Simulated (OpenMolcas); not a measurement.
# I II: effect of the active space

```
Program             : OpenMolcas
Method              : SS-CASPT2 or its RAS form, IPEA 0.25 Eh, imaginary shift 0.1 Eh
Basis               : ANO-RCC-VTZP
Scalar Hamiltonian  : DKH2, point nucleus
Spin-orbit coupling : state interaction with AMFI integrals over the reference wave functions, term energies averaged over their components
```

A. 4 electrons in 3 orbitals (5p); 2S+1 = 3 even, 3 roots; 2S+1 = 1 even, 6 roots; closed shells correlated: 4d 5s; CASPT2 step roughly 1.4 core-seconds
B. 6 electrons in 9 orbitals (RAS2 5s 5p; RAS3 5d, at most 2 electrons); 2S+1 = 3 even, 3 roots; 2S+1 = 1 even, 6 roots; 2S+1 = 3 odd, 3 roots; 2S+1 = 1 odd, 3 roots; closed shells correlated: 4d; CASPT2 step about 11 core-seconds

Energies in cm⁻¹ above 5s² 5p⁴ ³P₂, the measured ground level; measured values from NIST Handbook of Basic Atomic Spectroscopic Data.

```tsv
Level	A	B	Measured
5s² 5p⁴ ³P₂	0.0	0.0	0.0
5s² 5p⁴ ³P₀	6250	6190	6448
5s² 5p⁴ ³P₁	6340	6180	7087
5s² 5p⁴ ¹D₂	13550	13450	13727
5s² 5p⁴ ¹S₀	29260	28900	29501
```

Deviations, from unrounded energies. A percentage is the sum of absolute deviations over the sum of measured energies, with the sign that they share, or ± where signs differ.

```
                        Against measurement  Levels     A     B
             mean absolute deviation (cm-1)       4   340   510
      fine structure of the ground term (%)       2  -7.0  -8.6
other terms of the ground configuration (%)       2  -1.0  -2.1
```

A lies closest to measurement on these levels. The largest miss of A in the table is 5s² 5p⁴ ³P₁, by -750 cm-1. The ranking rests on the paired levels alone, and a cruder setting can come out closer through cancelling errors.

Between A and B the level of the table that moves most is 5s² 5p⁴ ¹S₀, by 370 cm-1 (lowest in B, highest in A). Moves below CASPT2's spread within the term are not significant.

Term energies are means over components that CASPT2 splits; among the terms shown or strongly mixed into the levels shown the widest spread is 160 cm-1 (5s² 5p⁴ ¹D, A). With the s shell closed, the reference lacks s² → p² mixing (holds for A). The run also gave levels led by 5s² 5p³ 5d, which use shells meant for correlation; these and all levels above them are left out (holds for B). Computed and measured levels are paired by configuration, term and J; levels that our copy of the source lacks, or whose pairing is in doubt (as where it misses far off the trend of its configuration), stay unpaired and out of the deviations. Only configurations of the active space appear. Levels that lie high or do not pair safely by name in every column are left out.
